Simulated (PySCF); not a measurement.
Compound: BGe₂H₈N.
SMILES with atom numbers: `[BH2:1][N:2]([GeH3:3])[GeH3:4]` (hydrogens: H5, H6 on B1; H7, H8, H9 on Ge3; H10, H11, H12 on Ge4)

Cartesian coordinates in Å at the PBE0-D3(BJ)/def2-SVP level; atoms count from 1:
```xyz
12
BGe2H8N angstrom
B     -0.5978    1.6633   -0.6367
N     -0.3293    0.3437   -0.2443
Ge    -1.6914   -0.8979    0.0403
Ge     1.4509   -0.1722   -0.0075
H      0.3257    2.4359   -0.8115
H     -1.7397    2.0392   -0.8029
H     -1.5979   -1.4082    1.4909
H     -1.4868   -2.0833   -0.9223
H     -3.0265   -0.1899   -0.2187
H      2.2045   -0.0190   -1.3377
H      2.0901    0.6992    1.0843
H      1.4291   -1.6497    0.4295
```

Theory: core-valence-separated Tamm–Dancoff BHandHLYP/aug-pcX-1 (pcseg-1 on H, def2-SVPD on Ge) in PySCF, non-relativistic, gas phase, PBE0-D3(BJ)/def2-SVP geometry.

Computed nitrogen K-edge spectrum, Gaussian lines of 0.5 eV full width, highest printed point 100; it ends one width below the last computed root. The energies are unshifted.

| photon energy (eV) | absorption |
| --- | --- |
| 397.6 | 1 |
| 397.7 | 4 |
| 397.8 | 11 |
| 397.9 | 24 |
| 398.0 | 41 |
| 398.1 | 58 |
| 398.2 | 65 |
| 398.3 | 58 |
| 398.4 | 43 |
| 398.5 | 27 |
| 398.6 | 17 |
| 398.7 | 17 |
| 398.8 | 22 |
| 398.9 | 27 |
| 399.0 | 28 |
| 399.1 | 25 |
| 399.2 | 20 |
| 399.3 | 22 |
| 399.4 | 35 |
| 399.5 | 59 |
| 399.6 | 86 |
| 399.7 | 100 |
| 399.8 | 94 |
| 399.9 | 71 |
| 400.0 | 43 |
| 400.1 | 21 |
| 400.2 | 8 |
| 400.3 | 3 |
| 400.4 | 1 |
| 400.5 | 1 |
| 400.6 | 1 |
| 400.7 | 1 |
| 400.8 | 2 |
| 400.9 | 2 |
| 401.0 | 5 |
| 401.1 | 9 |

Assign the maxima to core holes.

3 maxima:
- 398.2 eV: N2 (boron-bound nitrogen), 398.20 eV, f = 0.028, 100 % of the height at the exact maximum
- 399.0 eV: N2 (boron-bound nitrogen), 398.97 eV, f = 0.012, 99 % of the height at the exact maximum
- 399.7 eV: N2 (boron-bound nitrogen), 399.72 eV, f = 0.043, 100 % of the height at the exact maximum

Roots within 0.03 eV on the same or equivalent atoms count as one line; shares under 12 % aren't listed.

Vibrational structure and lifetime widths aren't in the curve. The ionisation threshold wasn't computed; near and above it a finite basis only mimics Rydberg series and continuum. Relativistic effects, spin–orbit coupling among them, are left out although an element past zinc is present.
